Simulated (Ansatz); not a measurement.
A run for Ansatz (an electronic-structure program): FCI/cc-pVTZ on GeH, 2S+1 = 2, a point of a bond scan (R = 4.337 Å). The run froze 14 orbitals, filled d shells among them.

Ansatz 0.2 input:
```yaml
crystal:
  periodic: [false, false, false]
  atoms:
    - {symbol: Ge, position_ang: [-0.00000000, -0.00000000, -0.04867720]}
    - {symbol: H, position_ang: [0.00000000, 0.00000000, 4.28846121]}
basis:
  gaussian:
    orbitals: cc-pVTZ
magnetization: {spin_polarized: false, initial_magnetization: 1}
correlation: {method: fci, electrons: outside_noble_gas}
```

Output:

```
WARN ansatz: RAYON_NUM_THREADS=2 ignored (pool sized by the plan → 2); use --threads N
Functional definition: HF
integrals: 0.03 GiB planned
504 factors; integrals over basis functions are off by at most 2.1e-7 eV
mean field: 0.12 GiB planned
mean field evaluation 1: about -56481.0515 eV, gradient 1.2e1 eV
mean field evaluation 2: about -56481.0519 eV, gradient 1.2e1 eV
mean field evaluation 4: about -56484.4801 eV, gradient 7.9e0 eV
mean field evaluation 8: about -56485.4052 eV, gradient 1.4e0 eV
mean field evaluation 16: about -56485.4233 eV, gradient 1.4e-6 eV
mean field evaluation 32: about -56483.5465 eV, gradient 9.3e-3 eV
mean field evaluation 64: about -56485.4155 eV, gradient 8.5e-1 eV
mean field evaluation 96: about -56485.4199 eV, gradient 9.9e-2 eV
mean field evaluation 128: about -56485.4173 eV, gradient 5.7e-5 eV
mean field evaluation 160: about -56485.4233 eV, gradient 8.9e-5 eV
mean field -56485.42325391 eV, -2075.8010173860 hartree, gradient 1.4e-6 eV, S^2 0.750000; 11 other end points of the search recorded, 0 dependent functions left out
determinant -56485.42325391 eV, -2075.8010173860 hartree, with singles and doubles -56487.83873265 eV, -2075.8897845925 hartree
determinant -56485.41726963 eV, -2075.8007974680 hartree, with singles and doubles -56487.84065644 eV, -2075.8898552905 hartree
determinant -56483.54652265 eV, -2075.7320487846 hartree, with singles and doubles -56487.74158543 eV, -2075.8862144982 hartree
determinant -56485.42325391 eV, -2075.8010173860 hartree, with singles and doubles -56487.86247768 eV, -2075.8906572065 hartree
determinant -56485.41726963 eV, -2075.8007974680 hartree, with singles and doubles -56487.86896786 eV, -2075.8908957159 hartree
determinant -56483.54652265 eV, -2075.7320487846 hartree, with singles and doubles -56487.68065386 eV, -2075.8839753041 hartree
determinant -56485.42325391 eV, -2075.8010173860 hartree, with singles and doubles -56487.87248933 eV, -2075.8910251276 hartree
determinant -56485.41726963 eV, -2075.8007974680 hartree, with singles and doubles -56487.87208076 eV, -2075.8910101130 hartree
determinant -56483.54652265 eV, -2075.7320487846 hartree, with singles and doubles -56488.79761556 eV, -2075.9250228895 hartree
unrestricted determinant -56486.72413003 eV, -2075.8488237018 hartree, S^2 1.7767
14 core orbitals not correlated
reference -56485.42325391 eV, -2075.8010173860 hartree; 3, 2 occupied and 40, 41 virtual orbitals, 504 factors
configuration interaction: 1.76 GiB planned
state -56488.88606348 eV, -2075.9282732906 hartree
14 core orbitals not correlated
configuration interaction: 1.76 GiB planned
state -56488.88986891 eV, -2075.9284131376 hartree
Total energy: -56488.88986891 eV, -2075.9284131376 hartree
```

The calculation finished and met its thresholds.

Cost: around 2.4 core-minutes (rough).
